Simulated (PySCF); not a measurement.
# Ca₃S⁺ at several levels of theory

All levels use the PBE0 minimum (quartet; S–Ca 2.617 Å (×3); Ca–S–Ca 120.0° (×3)), basis [S def2-SVP, Ca def2-SVP], no relativity, density fitting, no spin–orbit coupling, PySCF. For vertical energies the ionised species is a triplet (spins chosen at PBE0 and kept) and the electron-attached one a triplet. Open shells are unrestricted, also as the reference of the correlated levels. A dash marks a value that was not computed or is not defined at that level.

```tsv
level	vertical IP (eV)	vertical EA (eV)	−ε(HOMO) (eV)
PBE0	8.32	4.63	7.13
HF	?	?	?
MP2	?	?	–
PBE	8.17	4.81	6.52
r2SCAN	–	–	6.60
```

(1) Fill in the row of HF.

(2) Fill in the row of MP2.

## Answers

(1) vertical IP (eV) 8.26, vertical EA (eV) 3.44, −ε(HOMO) (eV) 8.53.

(2) vertical IP (eV) 8.37, vertical EA (eV) 4.28.

Spin contamination in at least one species weakens the values at: HF, MP2.
